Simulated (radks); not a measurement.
Q: The mean radii <r> (bohr) of the occupied orbitals of an atom or ion are listed with their occupations. Calculated with a radial shooting solver on a logarithmic mesh with Libxc functionals: non-relativistic Kohn-Sham, LB94 model potential, spin-polarised, spherical densities, point nucleus.

orbital  occ.      <r>
1s down     1  0.01935
1s up       1  0.01936
2s up       1  0.07905
2s down     1  0.07917
2p up       2  0.06639

Name the element and its charge. Open shells, if any, are filled with parallel spins first.

A: Z = 78, platinum, charge +72: Pt72+ in [He] 2s2 2p2. The 1s radius gives Z: for a bare nucleus <r> = 1.5/Z, 0.01923 bohr for Z = 78, and screening makes it slightly larger (0.01935 here). The occupations add up to 6, and the charge is Z minus that.
